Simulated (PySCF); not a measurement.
**Where the electron goes**

Ga(OH)3.
Geometry (PBE0-D3(BJ)/def2-SVP, Å), atoms numbered from 1 in this order:
```xyz
7
GaH3O3 angstrom
Ga     0.0009    0.0025    0.0013
O      1.6744    0.3171    0.4985
H      2.2431   -0.4544    0.4047
O     -1.2138    1.2926    0.0826
H     -0.8577    2.1273    0.4047
O     -0.4574   -1.6093   -0.5796
H     -1.3895   -1.6758   -0.8122
```

The calculation used TDDFT PBE0/def2-SVPD, vertical, gas phase, core orbitals frozen in the response (PySCF 2.14.0, density-fitted response routines). The PBE0/def2-SVPD calculation is non-relativistic and has no spin–orbit coupling, an omission that weighs most on gallium.

Frontier orbitals with the atoms that hold most of them (Löwdin shares over 4%, at most four atoms; ? is withheld):

```json
{"orbital": "HOMO-3", "ε (eV)": "-9.89", "atoms": "O4 53%, O6 15%, O2 15%, Ga1 10%"}
{"orbital": "HOMO-2", "ε (eV)": "-9.89", "atoms": "O6 41%, O2 40%, Ga1 10%"}
{"orbital": "HOMO-1", "ε (eV)": "-9.15", "atoms": "O4 56%, O2 23%, O6 8%, Ga1 6%"}
{"orbital": "HOMO", "ε (eV)": "-9.15", "atoms": "O6 51%, O2 35%, Ga1 6%"}
{"orbital": "LUMO", "ε (eV)": "?", "atoms": "Ga1 56%, O4 12%, O2 12%, O6 12%"}
{"orbital": "LUMO+1", "ε (eV)": "0.28", "atoms": "Ga1 49%, O4 17%, O2 17%, O6 17%"}
{"orbital": "LUMO+2", "ε (eV)": "0.95", "atoms": "O4 28%, Ga1 20%, O6 16%, H5 14%"}
```

What is the LUMO energy, and the HOMO–LUMO gap?

ε(LUMO) = -1.27 eV; the gap is 7.88 eV (0.2895 hartree).

Within 0.005 eV of a neighbour in this list lie HOMO-3/HOMO-2 (point group found: C3h); within a degenerate set the shares of single atoms can hang on how the components are chosen.

The HOMO–LUMO gap is 7.88 eV. Where does the response calculation put the lowest singlet, and from which orbitals?

S1 is at 6.35 eV (f = 0.0000), 1.53 eV below the gap, made of HOMO-1/HOMO→LUMO (≥97%). S1/S2 lie within about 0.01 eV of each other. Without the coupling terms of the response equations the lowest excitation would equal the gap.

Next come S2 at 6.35 eV (f 0.0000), HOMO-1/HOMO→LUMO (≥97%); S3 at 7.29 eV (f 0.075), HOMO-3/HOMO-2→LUMO (86%), HOMO-1/HOMO→LUMO+1 (12%); S4 at 7.29 eV (f 0.077), HOMO-3/HOMO-2→LUMO (86%), HOMO-1/HOMO→LUMO+1 (12%); S5 at 7.36 eV (f 0.141), HOMO-4→LUMO (96%).

Orbitals of the list HOMO-3 to LUMO+2 that lie within 0.01 eV of each other are written together with a slash and their weights summed (≥ marks a lower bound); for degenerate orbitals outside that list single weights are arbitrary.

Löwdin shares depend on the basis, the more so with diffuse functions.

One conformer stands for the species.
